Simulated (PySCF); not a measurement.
# Structure from 2D NMR

Compound of formula C4H4O3Si. Correlations simulated from computed shifts and the bond graph:

HSQC (one-bond C–H):
```
   δH     δC
12.37  246.8
 2.53   84.9
```

COSY cross peaks (H two or three bonds apart, from the bond graph; peaks can be absent where the dihedral angle is near 90°):
```
   δH    δH
12.37  4.72
```

HMBC (two and three bonds, from the bond graph):
```
  δH            δC
4.72  246.8, 157.9
2.53   157.9, 79.1
```

Carbons without hydrogens: δ 157.9, 79.1.

Theoretical values (PySCF 2.14.0 with density-fitted response routines): GFN2-xTB structure, PBE0/pcSseg-1 with gauge-including orbitals. No solvent, non-relativistic, single conformer, fast rotation and ring inversion assumed for equivalent nuclei.

Scale: TMS for ¹H (σref 31.72) and ¹³C (σref 186.93) (reference shieldings calculated alike).

Exchangeable hydrogens are left out of these lists.

Q: Which molecule is this?

A: `InChI=1S/C4H4O3Si/c1-2-4(6)7-8-3-5/h1,3H,8H2`.

Atom-mapped SMILES (the numbers label the heavy atoms): `[CH:1]#[C:2][C:3](=[O:4])[O:5][SiH2:6][CH:7]=[O:8]`; H(Xn) means a hydrogen on atom n.

1. δC 246.8 is C7, a carbonyl carbon (δH 12.37).
2. δC 157.9 is C3, a carbonyl carbon.
3. δC 84.9 is C1, a terminal alkyne carbon (δH 2.53).
4. δC 79.1 is C2, an alkyne carbon.
5. HMBC from δH 4.72 reaches the proton-free carbon C3.
6. HMBC from δH 2.53 reaches the proton-free carbons C3, C2.
7. COSY links 12.37–4.72.

The shifts were computed for this structure.

Shifts are as computed. Against solution values, carbons near 30 ppm lie about +3 ppm off and those near 130 ppm about +5 ppm. Of 1211 compounds with measured shifts, 218 miss one by over three times the rms of a fit or turn the order of signals round; such compounds aren't used in these exercises.
